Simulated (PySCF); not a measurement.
# Fine-structure interval of In by level of theory

In [Kr] 4d10 5s2 5p1 [5p1/2^1, M_J = 1/2] → In [Kr] 4d10 5s2 5p1 [5p3/2^1, M_J = 3/2], as a difference of total energies. Computed with PySCF 2.14 in x2c-TZVPall-2c, with the two-component X2C-1e Hamiltonian. Correlated levels: [Ar] 3d10 frozen; the 6 highest virtual spinors dropped. "Screened" scales the spin-orbit matrix elements by Boettger's factors to mimic the two-electron term; Breit and QED terms are absent.

```json
{"method": "GHF (screened spin-orbit)", "fine-structure interval (cm⁻¹)": "2726.4"}
{"method": "GMP2 (screened spin-orbit)", "fine-structure interval (cm⁻¹)": "1947.4"}
{"method": "GHF (bare spin-orbit)", "fine-structure interval (cm⁻¹)": "2801.4"}
```

Errors of the correlated levels include the incompleteness of this basis and the frozen core.

GHF and GMP2 differ strongly here because the two determinants are spin-polarised to different degrees; the interval is a small difference of such terms.

For comparison: 2212.6 cm⁻¹ (measured; NIST Handbook of Basic Atomic Spectroscopic Data (Sansonetti and Martin, J. Phys. Chem. Ref. Data 34, 1559 (2005))).
